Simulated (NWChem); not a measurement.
Molecule: SnHF, singlet; SMILES [F][SnH]

```xyz
3

Sn     0.0194     0.3047     0.0000
H     -1.7631     0.5104     0.0000
F     -0.0686    -1.6535     0.0000
```
Atoms are numbered in this order, from 1.

Computed with NWChem. Low-valent species are run as closed-shell singlets; no triplet was tried in these runs. Structure relaxed at the PBE0/def2-SVP (def2 core potentials past Kr) level. GIAO values for the isolated, static molecule; σ is the absolute isotropic shielding, δ = σ(reference) − σ with the isolated reference molecule computed at the same levels (19F: trichlorofluoromethane, 1H: tetramethylsilane). Spin-orbit effects, on the heavy nuclei and on their neighbours, are missing.

**Question.** Estimate the computed values for PBE0/x2c-SVPall-s, scalar ZORA without spin-orbit coupling. Quantities: σ Sn1 (ppm); δ H2 (ppm); δ F3 (ppm).

**Answer.** 
```
Property      Value
-----------  ------
σ Sn1 (ppm)  1162.7
δ H2 (ppm)     8.94
δ F3 (ppm)     57.7
```
